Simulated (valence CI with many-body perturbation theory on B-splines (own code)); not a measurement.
# Nd⁴⁶⁺: what the settings do

Calculated by relativistic CI+MBPT: four valence electrons over a frozen Dirac-Fock core [Ne], a basis of 6 s, 6 p, 5 d, 3 f, 1 g functions for each j, with the one-electron correlation potential Σ1 (screened to all orders), the two-electron term Σ2, the three-electron term Σ3, Breit, model QED; selected single and double excitations, second order for the rest, scaled by the run's own slope (own B-spline code, finite nucleus).

No measured spectrum was set against this ion. As an estimate, large intervals hold to a few tenths of a per cent, small ones and those within an open d or f shell to about a per cent.

The reference run has the lowest level (3s^2 3p1/2^2) J=0 and an ionisation energy of 3892.72 eV. Its largest variational space holds 10000 state functions.

Levels are named by their leading jj configuration (3d3/2^4 stands for four electrons in 3d with j = 3/2), which in mixed levels can hold well under half, so a name can repeat and another be missing. Letters in brackets count levels of one name in rising energy.

Changed runs:
A. factor on the speed of light 1 → 100; QED terms on → off
B. shift of the energy in Σ1 (hartree) 0 → 27.778
C. scale of Σ1 1 → 0
D. cutoff of virtual states (hartree) 7200 → 138.89 (bad on purpose)

Excitation energies of the reference run in cm⁻¹, and shifts in cm⁻¹:

| Level | Reference | A | B | C | D |
| --- | --- | --- | --- | --- | --- |
| (3s^2 3p1/2 3p3/2) J=1 | 1004530 | -1004500 | +86 | -851 | -430 |
| (3s^2 3p1/2 3p3/2) J=2 | 1063720 |  | +87 | -856 | -402 |
| (3s 3p1/2^2 3p3/2) J=2 | 1976540 |  | -22 | +1017 | +852 |
| (3s^2 3p3/2^2) J=2 | 2111200 |  | +173 | -1695 | -803 |
| (3s 3p1/2^2 3p3/2) J=1 | 2157500 | -1309497 | -18 | +1001 | +817 |
| (3s^2 3p3/2^2) J=0 | 2239040 | -2018573 | +174 | -1701 | -752 |
| (3s^2 3p1/2 3d3/2) J=2 | 2364970 |  | +0.3 | +861 | -755 |
| (3s^2 3p1/2 3d3/2) J=1 | 2618450 |  | -2.2 | +886 | -310 |
| (3s^2 3p1/2 3d5/2) J=2 | 2693600 |  | +45 | +119 | -811 |
| (3s^2 3p1/2 3d5/2) J=3 | 2711240 |  | +46 | +87 | -966 |
| (3s 3p1/2 3p3/2^2) J=2 [a] | 2983250 |  | +58 | +207 | +278 |
| (3s 3p1/2 3p3/2^2) J=3 | 3068110 |  | +64 | +157 | +346 |
| Ionisation energy (eV) | 3892.72 | -159.17 | +0.11 | -1.05 | -0.50 |

A blank means that the level has no clear partner in that run.
